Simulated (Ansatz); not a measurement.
A structure relaxed at PBE-D4/def2-SVP in Ansatz, charge 0, singlet:

Cartesian coordinates in Å:
```
Al 3.423 0.394 -2.567
Al -1.407 0.189 -2.587
Al 4.302 -0.974 -0.652
Al 1.101 -0.179 -0.624
Al 0.135 -2.845 1.466
Al 1.743 0.880 1.859
Al -2.586 -0.721 2.201
Al 0.940 2.650 -0.449
Al -0.879 0.927 0.872
Al -3.812 -0.037 0.048
Sb 4.789 1.674 -0.611
Sb 1.038 1.461 -2.862
Sb -3.231 1.939 -1.703
Sb 3.011 3.138 1.177
Sb 2.573 -1.589 1.233
Sb -1.298 -1.573 -0.467
Sb -1.001 -2.172 3.793
Sb -0.399 0.678 3.556
Sb -1.573 3.377 0.199
Cl -1.787 -0.952 -4.357
Cl 0.331 -4.935 1.035
Cl -5.413 -1.331 -0.560
```

**Question.** Give its formula.

**Answer.** Al₁₀Sb₉Cl₃.

**Question.** Summarise the bond lengths by kind (pairs closer than 1.2 times the sum of covalent radii, bridged metal pairs left out).

**Answer.** 27 × Al–Sb 2.63 to 3.08 Å; 3 × Sb–Sb 2.90 to 2.92 Å; 3 × Al–Cl 2.14 to 2.15 Å.

In the def2 sets Sb takes a core potential; there is no spin–orbit coupling. Single mean-field runs in def2-SVP are fitted with def2-universal-jkfit. The restricted singlet is unstable towards broken spin symmetry in Hartree–Fock (as tested in another run); at PBE-D4/def2-SVP this wasn't settled.
